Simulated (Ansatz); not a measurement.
A CCSD(T) single point on C2H6F2OSi, SMILES `OC(F)([SiH3])CF`.

```yaml
crystal:
  periodic: [false, false, false]
  atoms:
    - {symbol: O, position_ang: [-1.503987, -0.119027, 0.681649]}
    - {symbol: C, position_ang: [-0.155403, 0.035834, 0.466124]}
    - {symbol: F, position_ang: [0.503644, 0.110027, 1.703798]}
    - {symbol: Si, position_ang: [0.497178, -1.542382, -0.415088]}
    - {symbol: C, position_ang: [0.145356, 1.325018, -0.267119]}
    - {symbol: F, position_ang: [-0.569221, 2.358176, 0.316496]}
    - {symbol: H, position_ang: [-1.864833, 0.734915, 0.956917]}
    - {symbol: H, position_ang: [-0.179661, -1.680988, -1.728870]}
    - {symbol: H, position_ang: [0.205899, -2.699805, 0.459777]}
    - {symbol: H, position_ang: [1.959763, -1.390344, -0.620664]}
    - {symbol: H, position_ang: [-0.170453, 1.249156, -1.311345]}
    - {symbol: H, position_ang: [1.208621, 1.564221, -0.207674]}
basis:
  gaussian: {orbitals: def2-TZVPP}
correlation: {method: ccsd_t}
```

```sh
$ ansatz run in.yaml --threads 4 --pin off --events-out ev --progress --plain --max-ram 10444MiB
```

The program prints (abridged):

```
Functional definition: HF
1717 factors; integrals over basis functions are off by at most 1.0e-3 eV
mean field evaluation 1: about -17466.7957 eV, gradient 4.1e1 eV
mean field evaluation 2: about -17467.1035 eV, gradient 4.1e1 eV
mean field evaluation 4: about -17470.9130 eV, gradient 4.5e0 eV
mean field evaluation 8: about -17470.9892 eV, gradient 2.5e-1 eV
mean field -17470.98939137 eV, -642.0470178708 hartree, gradient 1.9e-6 eV, S^2 0.000000; 0 other end points of the search recorded, 0 dependent functions left out
10 core orbitals not correlated: weight in the atoms' cores, before any rotation towards them, 1.000 or more for the frozen orbitals, at most 0.000 for the correlated occupied ones
reference -17470.98939137 eV, -642.0470178708 hartree; 19, 19 occupied and 252, 252 virtual orbitals, 1717 factors
second order -32.58580542 eV of doubles, -0.00000000 eV of singles
cycle   1  -32.73709942 eV  change   -1.5e-1 eV  update   1.2e-1
cycle   2  -33.49281287 eV  change   -7.6e-1 eV  update   3.6e-2
cycle   3  -33.67101125 eV  change   -1.8e-1 eV  update   1.8e-2
cycle   4  -33.65124670 eV  change    2.0e-2 eV  update   3.9e-3
cycle   5  -33.64896056 eV  change    2.3e-3 eV  update   1.8e-3
cycle   6  -33.65044113 eV  change   -1.5e-3 eV  update   5.6e-4
cycle   7  -33.65015340 eV  change    2.9e-4 eV  update   2.2e-4
cycle   8  -33.64998333 eV  change    1.7e-4 eV  update   7.0e-5
cycle   9  -33.65000721 eV  change   -2.4e-5 eV  update   2.7e-5
perturbative correction -1.16304380 eV, -0.0427410711 hartree
Total energy: -17505.80244237 eV, -643.3263738982 hartree
```

Run time 6.1 min (4 threads of an Arm Neoverse V2 on a shared host); peak host memory 8.7 GiB.

The correlation energy is -34.813 eV, 3.3 % of it from (T); the T1 diagnostic reads 0.0122.
